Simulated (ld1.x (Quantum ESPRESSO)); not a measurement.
**What one change does to a pseudopotential (bismuth (Bi), PAW)**

- Element: Bi
- Generator: ld1.x (Quantum ESPRESSO) 7.5
- Type: PAW
- Functional: PBE
- Relativity: scalar-relativistic
- Frozen core: [Xe] 4f14
- Valence charge: 15
- Reference configuration: 5d10 6s2 6p3
- Partial waves: 6s (bound): rcut 1.65, rcutus 1.85 bohr; 6s channel at 0.05 Ry: rcut 1.65, rcutus 1.85 bohr; 6p (bound): rcut 1.90, rcutus 2.20 bohr; 6p channel at 1 Ry: rcut 1.90, rcutus 2.20 bohr; 5d (bound): rcut 1.95, rcutus 2.10 bohr; 5d channel at -1.55 Ry: rcut 1.95, rcutus 2.10 bohr
- Local potential: all-electron potential smoothed inside 1.70 bohr (lloc = -1)
- Core correction: Bessel-smoothed model core, default radius (core density twice the valence density)
- Augmentation charge: PSQ, inside the norm-conserving radii

All-electron outer shells of the reference configuration (PBE, scalar-relativistic, ld1.x):

```json
{"shell": "4f", "level (eV)": "-152.59", "outermost node (bohr)": "–", "outermost maximum (bohr)": "0.34"}
{"shell": "5p", "level (eV)": "-95.86", "outermost node (bohr)": "0.48", "outermost maximum (bohr)": "0.86"}
{"shell": "5d", "level (eV)": "-27.08", "outermost node (bohr)": "0.51", "outermost maximum (bohr)": "1.03"}
{"shell": "6s", "level (eV)": "-14.48", "outermost node (bohr)": "0.98", "outermost maximum (bohr)": "1.88"}
{"shell": "6p", "level (eV)": "-4.57", "outermost node (bohr)": "1.14", "outermost maximum (bohr)": "2.44"}
```

Change: waves 5d (bound): rcut 1.56, rcutus 1.66 bohr; 5d channel at -1.55 Ry: rcut 1.56, rcutus 1.66 bohr.

Cutoffs: the cutoffs (Ry, on a coarse ladder) from which the occupation-weighted sum of valence levels, in a spherical-Bessel basis at the reference potential, stays within 10 and 1 mRy of its value at 400 Ry; they do not see the model core or the augmentation charge, which bear on the density cutoff. Errors are all-electron minus pseudo energies relative to the spin-unpolarised reference configuration.

Problem. How do hardness, ghosts and transferability respond?

Solution. The potential gets harder (30 Ry and 45 Ry → 50 Ry and 90 Ry); both files keep a bound ghost (s); of the 7 tests that both files solve, the error grows in 1 and shrinks in 1 by more than 15 % and 0.3 meV (median size 4.5 → 6.5 meV); the range in which the d phases agree widens (upper end 1.3 → at the end of the scan). A smaller radius makes the pseudo-wave follow the all-electron one further in, where it bends more sharply, so more plane waves are needed.

```tsv
quantity	base	changed
cutoff, loose	30 Ry	50 Ry
cutoff, tight	45 Ry	90 Ry
loose cutoff by channel (10 mRy a level)	s 8 Ry, p 6 Ry, d 21 Ry	s 8 Ry, p 6 Ry, d 35 Ry
bound ghosts	s	s
error for 5d10 6s2 6p2, meV [ΔE 7.91 eV]	-3.6	-3.7
error for 5d10 6s2 6p1, meV [ΔE 23.16 eV]	-11	-11
error for 5d10 6s2 6p0, meV [ΔE 46.50 eV]	-20	-23
error for 5d10 6s2 6p2.5, meV [ΔE 3.10 eV]	-1.5	-1.5
error for 5d10 6s2 6p3.3, meV [ΔE -1.09 eV]	+0.6	+0.6
error for 5d9 6s2 6p3, meV [ΔE 33.32 eV]	+197	-87
error for 5d10 6s1 6p3, meV [ΔE 18.73 eV]	-4.5	-6.5
s: phases at 2.40 bohr within 0.05 rad from the reference energy up to (Ry; the scan ends near 5)	4.8	4.8
p: phases at 2.40 bohr within 0.05 rad from the reference energy up to (Ry; the scan ends near 5)	1.6	1.6
d: phases at 2.40 bohr within 0.05 rad from the reference energy up to (Ry; the scan ends near 5)	1.3	to the end of the scan
lowest overlap eigenvalue by channel	s 0.48, p 0.48, d 0.70	s 0.48, p 0.48, d 0.87
```

 A true bound ghost makes a file unfit for plane-wave use even where its test errors are small: the radial tests pick states by their node count and pass the ghost by.
